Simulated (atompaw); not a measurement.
## Varying the PAW (atompaw) potential for Co

Base potential:

Co (Z = 27), PAW, made with atompaw 4.2.0.5 (LDA (PW92), scalar-relativistic). Core [Ne], reference 3s2 3p6 3d7 4s2 4p0. Waves: 3s (bound); 4s (bound); 3p (bound); 4p (bound, empty); 3d (bound); 3d channel at 0.2 Ry. Local part: bessel scheme, radius 1.45 bohr. Core correction: smooth core density matched at 1.35 bohr. Augmentation charge: besselshape compensation charge, radius 1.45 bohr; PAW radius 1.80 bohr; waves and projectors: bloechl.

Cutoffs, loose and tight: the cutoffs (Ry, on a coarse ladder) from which the occupation-weighted sum of valence levels, in a spherical-Bessel basis at the reference potential, stays within 10 and 1 mRy of its value at 400 Ry. They see the waves, projectors and local potential, not the compensation charge or the core. A dash means not determined.

```csv
change,outcome,"cutoff, loose","cutoff, tight",bound ghosts
base,generated,60 Ry,80 Ry,none
core correction smooth core density matched at 0.94 bohr,generated,60 Ry,80 Ry,none
"local potential bessel scheme, radius 1.50 bohr",generated,60 Ry,80 Ry,none
"augmentation sinc compensation charge, radius 1.45 bohr; PAW radius 1.80 bohr; waves and projectors: bloechl",generated,60 Ry,80 Ry,none
wave 3d channel at 0.2 Ry becomes 3d channel at -0.14 Ry,generated,60 Ry,80 Ry,none
"waves 3s (bound): rc 0.85 bohr; 4s (bound): rc 1.25 bohr; 3p (bound): rc 0.90 bohr; 4p (bound): rc 1.80 bohr; 3d (bound): rc 1.80 bohr; 3d channel at 0.2 Ry: rc 1.80 bohr; augmentation besselshape compensation charge, radius 1.45 bohr; PAW radius 1.80 bohr; waves and projectors: custom rrkj vanderbiltortho",generated,100 Ry,180 Ry,none
"all radii scaled by about 0.78 (s 0.66, p 0.70, d 1.40 bohr); local potential bessel scheme, radius 1.14 bohr; augmentation besselshape compensation charge, radius 1.14 bohr; PAW radius 1.40 bohr; waves and projectors: bloechl; core correction smooth core density matched at 1.06 bohr",failed: atompaw: terminating projector 1000,–,–,–
"augmentation besselshape compensation charge, radius 1.34 bohr; PAW radius 1.80 bohr; waves and projectors: bloechl",generated,60 Ry,80 Ry,none
```

(1) What comes out with this change to the base: local potential troulliermartins scheme with l = 3 at 0 Ry, radius 1.45 bohr?

(2) What comes out with this change to the base: waves 3s (bound): rc 0.85 bohr; 4s (bound): rc 1.25 bohr; 3p (bound): rc 0.90 bohr; 4p (bound): rc 1.80 bohr; 3d (bound): rc 1.80 bohr; 3d channel at 0.2 Ry: rc 1.80 bohr; augmentation besselshape compensation charge, radius 1.45 bohr; PAW radius 1.80 bohr; waves and projectors: custom polynom vanderbiltortho?

Answers

(1) outcome: generated; cutoff, loose: 80 Ry; cutoff, tight: 120 Ry; bound ghosts: none.

(2) outcome: generated; cutoff, loose: 90 Ry; cutoff, tight: 160 Ry; bound ghosts: none.
